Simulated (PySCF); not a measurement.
## B⁺: excitation energy

B⁺ [He] 2s2 (1S) → B⁺ [He] 2s1 2p1, s spin flipped, as a difference of total energies. Calculation: PySCF 2.14, in dyall-acv3z (15s9p4d2f, 76 functions); scalar relativity by spin-free X2C-1e. Correlated levels: valence: 1s2 frozen; virtual orbitals above 40 to 60 times the deepest correlated orbital energy dropped. The calculations carry no spin-orbit coupling.

```
           method  excitation energy (eV)
              UHF                   6.034
    MP2 (valence)                   6.202
SCS-MP2 (valence)                   6.236
```

Problem. How much does correlation contribute at MP2 (valence)?

Solution. 6.202 − (6.034) = 0.168 eV, measured against UHF.

The upper determinant mixes two multiplicities, so it lies between the two terms.

The coupled-cluster amplitudes are large for the upper state (T1 above 0.03 or a double amplitude above 0.15), so a single reference is strained.
